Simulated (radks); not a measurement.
All-electron atom: Pd+ in [Ar] 3d10 4s2 4d10 4p(up 3, down 2) (not the ground configuration). Calculated with a radial shooting solver on a logarithmic mesh with Libxc functionals: scalar-relativistic Kohn-Sham, PBE, spin-polarised, spherical densities, finite nucleus; Fermi nuclear charge, rms radius 4.5318 fm.

Normalised radial functions P(r) = r R(r), r in bohr:

r         3d down    4s up  4s down
0.002441   0.0000   0.0953   0.0952
0.003178   0.0001   0.1178   0.1177
0.004171   0.0002   0.1448   0.1447
0.005475   0.0004   0.1750   0.1748
0.00713    0.0009   0.2057   0.2055
0.009358   0.0020   0.2354   0.2352
0.01219    0.0042   0.2568   0.2565
0.01599    0.0088   0.2624   0.2621
0.02083    0.0178   0.2405   0.2403
0.02734    0.0362   0.1768   0.1766
0.03588    0.0717   0.0617   0.0616
0.04672    0.1347  -0.0961  -0.0960
0.06133    0.2472  -0.2774  -0.2771
0.07986    0.4230  -0.4106  -0.4102
0.1048     0.6874  -0.4139  -0.4134
0.1376     1.0263  -0.2082  -0.2079
0.1792     1.3718   0.1678   0.1677
0.2352     1.6368   0.5546   0.5541
0.3062     1.6850   0.6533   0.6525
0.4019     1.4570   0.2833   0.2824
0.5276     1.0179  -0.4288  -0.4293
0.6869     0.5620  -1.0347  -1.0335
0.9017     0.2241  -1.1936  -1.1917
1.174      0.0634  -0.8976  -0.8980
1.541      0.0108  -0.4576  -0.4602
2.007      0.0011  -0.1630  -0.1654
2.634      0.0000  -0.0361  -0.0370
3.457      0.0000  -0.0046  -0.0048
4.502      0.0000  -0.0003  -0.0003

3d down: eigenvalue -339.21 eV, 0 radial nodes, <r> = 0.357 bohr, 90 % of the charge inside 0.566 bohr. 4s up: eigenvalue -98.696 eV, 3 radial nodes at r = 0.0401, 0.161, 0.451 bohr, <r> = 0.942 bohr, 90 % of the charge inside 1.37 bohr. 4s down: eigenvalue -97.512 eV, 3 radial nodes at r = 0.0401, 0.161, 0.451 bohr, <r> = 0.943 bohr, 90 % of the charge inside 1.37 bohr.
